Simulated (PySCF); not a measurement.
FH6N3Si, SMILES N[Si](N)(N)F. Atoms are numbered in the order given.

```xyz
11

N     -0.7498    -0.3092     1.5147
Si    -0.0017     0.0037     0.0000
N      0.3736     1.6652     0.0000
N     -0.7498    -0.3092    -1.5147
F      1.2379    -1.0581     0.0000
H     -0.7394    -1.2481     1.8944
H     -1.5778     0.1987     1.7997
H      0.6999     2.1211    -0.8427
H      0.6999     2.1211     0.8427
H     -1.5778     0.1987    -1.7997
H     -0.7394    -1.2481    -1.8944
```
Charge 0, spin multiplicity 1.

The structure is a stationary point at PBE0-D3(BJ)/def2-SVP. The values are those of a single conformer.

Two levels are set side by side: PBE/pcSseg-1 (PySCF) and HF/pcSseg-1 (PySCF). GIAO shifts against CFCl3 (¹⁹F), NH3 (¹⁵N), TMS (²⁹Si), TMS (¹H) at the same level; non-relativistic, no solvent, atoms listed together averaged. Differences are taken from unrounded values.

| quantity | PBE |
|---|---|
| δ(²⁹Si) of Si2 (ppm) | -41.4 |
| δ(¹⁹F) of F5 (ppm) | -183.1 |

These are the PBE values. What does HF give? (The exact figures need the calculation; the answer reports its results.)


```json
[
 {"quantity": "δ(²⁹Si) of Si2 (ppm)", "HF": "-46.6", "PBE minus HF": "5.2"},
 {"quantity": "δ(¹⁹F) of F5 (ppm)", "HF": "-125.9", "PBE minus HF": "-57.2"}
]
```

Rough cost on one machine, each run with all the roots and properties that it gave: HF against PBE within a factor of 2.
